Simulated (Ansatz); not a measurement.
The same path of Cl3FSi + H2O (8 atoms, charge 0, multiplicity 1) was run 3 times with different band settings. Lost on the way: Si1–F2, H6–O7. Made: Si1–O7, F2–H6.

These are results of RKS B3LYP-D4/def2-SVP (Ansatz 0.2.0), not measurements.

Relaxed end points:

```xyz
8
Properties=species:S:1:pos:R:3
Si -0.828 0.427 -0.632
F -0.615 -1.169 -0.522
Cl -2.263 0.694 -2.068
Cl -1.495 1.196 1.125
Cl 0.902 1.303 -1.278
H 0.945 -1.431 1.147
O 1.295 -0.568 1.406
H 2.058 -0.452 0.822
```

```xyz
8
Properties=species:S:1:pos:R:3
Si -0.164 0.793 -0.320
F -0.815 -2.198 0.916
Cl -1.129 0.027 -1.948
Cl -1.494 1.289 1.135
Cl 0.923 2.436 -0.903
H -0.019 -1.712 0.838
O 0.900 -0.311 0.320
H 1.798 -0.323 -0.039
```

Common settings: optimiser quadratic models (default); start path through a guess of the saddle point; force threshold 0.05 eV/Å; end points relaxed.

| run | movable images | climbing image | spring | iteration limit |
| --- | --- | --- | --- | --- |
| 1 | 5 | yes | 5.0 eV/Å² | 59 |
| 2 | 6 | no | 5.0 eV/Å² | 55 |
| 3 | 5 | yes | 0.5 eV/Å² | 60 |

(1) What does each run give, and how far can it be trusted?

## Answers

(1) Run 1: converged after 21 iterations, highest image 1.099 eV above the first end. A vibrational analysis at the climbing image gives one clearly imaginary mode, 818i cm⁻¹: a first-order saddle point.
Run 2: converged after 18 iterations, highest image 0.931 eV above the first end. No image climbed, so the highest image needn't sit at the top of the path.
Run 3: converged after 19 iterations, highest image 1.099 eV above the first end. Another band between the same ends (5 images) ends at a top of the same energy, where a vibrational analysis finds 1 clearly imaginary mode.
The orbitals stay closed-shell, which can raise the energy where a bond breaks towards radicals; this wasn't checked here.
